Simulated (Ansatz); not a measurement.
Molecule: sum formula SnH₃F, charge 0, multiplicity 1. 
Coordinates optimised at B3LYP-D3(BJ)/def2-TZVP (Ansatz, a first-principles code):
SMILES: [SnH3][F]
```xyz
5

F      1.6041    -0.2911     0.4041
Sn    -0.2491     0.0452    -0.0628
H     -0.2109     1.4949    -0.9596
H     -0.7176    -1.3174    -0.9745
H     -1.0525     0.1821     1.4351
```
Charge 0, spin multiplicity 1.

Property: atomisation energy (electronic, to ground-state atoms), in kcal/mol. Cores are frozen in the correlated levels unless marked. UHF or UKS for open shells. Spin-orbit coupling is left out. Frozen are the shells of the preceding noble gas and the d and f shells that filled before the atom's block. In def2 rows, elements after Kr have scalar-relativistic effective core potentials. STO-3G rows are all-electron and non-relativistic. The coupled-cluster limit lacks core correlation, which all-electron functionals hold. CBS marks a two-point X^-3 extrapolation of the correlation energy; Hartree-Fock from the larger set.

| level | program | atomisation energy (kcal/mol) |
|---|---|---|
| B3LYP-D4/def2-TZVPD | Ansatz + dftd4 | 297.8 |
| PBE0/STO-3G | Ansatz | 395.8 |
| PBE0/def2-SVP | Ansatz | 284.6 |
| B2GP-PLYP-D4/def2-TZVPD | Ansatz + dftd4 | 294.6 |
| PBE-QIDH/def2-TZVPD | Ansatz | 291.3 |
| MP2/CBS(def2-TZVPP,def2-QZVPP) | Ansatz | 304.7 |
| SCS-MP2/def2-TZVPP | Ansatz | 296.9 |

**Question.** Predict the CCSD(T)/CBS(def2-TZVPPD,def2-QZVPPD) result (Ansatz).

**Answer.** 303.8 kcal/mol
